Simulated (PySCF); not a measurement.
## Electric field gradients and quadrupole coupling constants

Compound: C₆H₁₂OSi₂.
Atom-mapped SMILES: `[CH3:1][C:2]#[C:3][Si@:4]1([CH3:5])[CH2:6][CH2:7][SiH2:8][O:9]1` (hydrogens: H10, H11, H12 on C1; H13, H14, H15 on C5; H16, H17 on C6; H18, H19 on C7; H20, H21 on Si8)

Geometry (GFN2-xTB, Å), atoms numbered from 1 in this order:
```xyz
21
C6H12OSi2 angstrom
C      3.6623    0.5311   -1.6399
C      2.4427    0.3092   -0.8961
C      1.4278    0.1278   -0.2714
Si    -0.1308   -0.2108    0.6669
C      0.2265   -0.9526    2.3695
C     -1.3988   -1.1405   -0.4203
C     -2.2419   -0.0760   -1.1383
Si    -2.3297    1.4536    0.0000
O     -0.9695    1.1969    0.8684
H      3.4490    0.5582   -2.7082
H      4.3701   -0.2733   -1.4406
H      4.1113    1.4788   -1.3443
H     -0.6823   -1.1077    2.9424
H      0.7334   -1.9062    2.2733
H      0.8706   -0.2918    2.9392
H     -2.0492   -1.7456    0.2149
H     -0.9439   -1.8219   -1.1389
H     -1.7369    0.2072   -2.0647
H     -3.2133   -0.4774   -1.4276
H     -3.4522    1.4329    0.9364
H     -2.1542    2.7250   -0.6900
```

Field gradients from the PBE0/pcSseg-1 density (PySCF, non-relativistic), principal values in atomic units, ordered |Vxx| ≤ |Vyy| ≤ |Vzz|:

| atom | Vxx | Vyy | Vzz |
| --- | --- | --- | --- |
| O9 | -0.3302 | -0.5840 | 0.9142 |

Problem. Find the asymmetry η = (Vxx − Vyy)/Vzz and the couplings χ = eQV/h (234.96 MHz × Q in barn × V in au), with Q(17O) = −0.0256 b.

Solution. 
| atom | environment | nucleus | η | χzz (MHz) | χxx (MHz) | χyy (MHz) |
| --- | --- | --- | --- | --- | --- | --- |
| O9 | siloxane oxygen | 17O | 0.28 | -5.50 | 1.99 | 3.51 |

Problem. What is Vzz at O9 in SI units (1 au = 9.71736 × 10²¹ V/m²)?

Solution. 0.9142 au = 8.884 × 10²¹ V/m².

Problem. And the gradient at the other heavy atoms, for which no coupling is worked out here?

Solution. 
```csv
atom,environment,Vzz (au),η
C1,propargylic carbon,0.124,0.02
C2,alkyne carbon,-0.351,0.06
C3,alkyne carbon,-0.315,0.02
Si4,oxygen-bound silicon,-0.424,1.00
C5,Si-methyl carbon,-0.050,0.23
C6,sp3 carbon bound to silicon,0.116,0.83
C7,sp3 carbon bound to silicon,0.112,0.79
Si8,oxygen-bound silicon,0.541,0.10
```

Problem. What couplings would deuterons (Q(2H) = 0.00286 b) have in place of the hydrogens, at this geometry?

Solution. 
| atom | bonded to | bond length (Å) | Vzz (au) | η | χzz (kHz) |
| --- | --- | --- | --- | --- | --- |
| H10 | C1 | 1.090 | 0.3084 | 0.02 | 207 |
| H11 | C1 | 1.090 | 0.3083 | 0.02 | 207 |
| H12 | C1 | 1.090 | 0.3086 | 0.02 | 207 |
| H13 | C5 | 1.085 | 0.3265 | 0.01 | 219 |
| H14 | C5 | 1.084 | 0.3286 | 0.01 | 221 |
| H15 | C5 | 1.085 | 0.3274 | 0.01 | 220 |
| H16 | C6 | 1.092 | 0.3120 | 0.03 | 210 |
| H17 | C6 | 1.090 | 0.3169 | 0.04 | 213 |
| H18 | C7 | 1.092 | 0.3099 | 0.03 | 208 |
| H19 | C7 | 1.090 | 0.3169 | 0.04 | 213 |
| H20 | Si8 | 1.462 | 0.1616 | 0.01 | 109 |
| H21 | Si8 | 1.457 | 0.1651 | 0.01 | 111 |

One conformer (not necessarily the lowest) at the GFN2-xTB geometry, without solvent, vibrations or thermal averaging. GFN2-xTB frequencies show an imaginary mode (22i cm⁻¹), so this geometry is no minimum at that level. GFN2-xTB bond lengths can be off by several hundredths of an ångström, more for odd bonds, and the gradients follow them. A larger basis could move these couplings by a tenth or more.

These values come from a run that also computed NMR shieldings. Time: 53 s wall. Hardware: one thread, x86-64 server, on a shared host.
